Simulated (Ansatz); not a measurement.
```xyz
11

N    -1.513   -0.083    1.201
Al    0.221   -0.351    1.164
C     1.189   -0.119   -0.569
C     0.299    0.576   -1.465
Se   -0.922   -0.143   -2.532
H    -2.103   -0.193    2.009
H    -2.062    0.127    0.382
H     1.020   -0.754    2.466
H     1.397   -1.149   -0.875
H     2.114    0.422   -0.346
H     0.360    1.666   -1.436
```

The species carries charge 0 and has multiplicity 1.

(1) List the ωB97M-V/def2-TZVPP orbital energies in eV (Ansatz). (An estimate is asked.)

Answers

(1) Ansatz gave: Occupied: -12367.21, -1587.51, -1532.09, -1422.26, -1422.26, -1422.19, -394.04, -283.47, -281.63, -216.96, -159.89, -159.87, -159.62, -116.73, -76.39, -76.23, -76.20, -59.85, -59.82, -59.63, -59.60, -59.55, -26.03, -25.12, -21.75, -18.38, -16.09, -15.54, -15.13, -14.07, -12.66, -12.01, -11.56, -10.23, -8.96, -8.07. Lowest empty: -0.03, 0.88, 1.69, 2.06, 3.26, 3.51, 3.83, 4.10.
